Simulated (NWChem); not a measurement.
Molecule: AlH$_{3}$O; SMILES [OH][AlH2]

```xyz
5

Al     0.0000    -0.0415     0.5606
H      0.0000     1.4071     1.2134
H      0.0000    -1.3917     1.3819
O      0.0000    -0.2183    -1.1343
H      0.0000     0.4908    -1.7790
```
Atoms are numbered in this order, from 1.

Level: PBE0/def2-SVP (NWChem), optimised geometry, unscaled harmonic frequencies. 

**Question.** List the harmonic frequencies with IR intensities, and the thermochemistry.

**Answer.** 
```json
[
 {"frequency (cm⁻¹)": "440", "IR intensity (km/mol)": "139.6"},
 {"frequency (cm⁻¹)": "480", "IR intensity (km/mol)": "94.8"},
 {"frequency (cm⁻¹)": "629", "IR intensity (km/mol)": "222.2"},
 {"frequency (cm⁻¹)": "631", "IR intensity (km/mol)": "261.2"},
 {"frequency (cm⁻¹)": "782", "IR intensity (km/mol)": "102.0"},
 {"frequency (cm⁻¹)": "877", "IR intensity (km/mol)": "157.1"},
 {"frequency (cm⁻¹)": "1940", "IR intensity (km/mol)": "164.9"},
 {"frequency (cm⁻¹)": "1977", "IR intensity (km/mol)": "173.9"},
 {"frequency (cm⁻¹)": "3984", "IR intensity (km/mol)": "101.7"}
]
```

The zero-point energy is 16.8 kcal/mol. The thermal correction to the enthalpy at 298.15 K (with zero-point energy) is 19.7 kcal/mol. The heat capacity Cv is 11.8 cal/(mol K) and the entropy at 298.15 K and 1 atm (symmetry number 1) is 60.4 cal/(mol K). The dipole moment is 1.36 D.

Rigid rotor and harmonic oscillator.
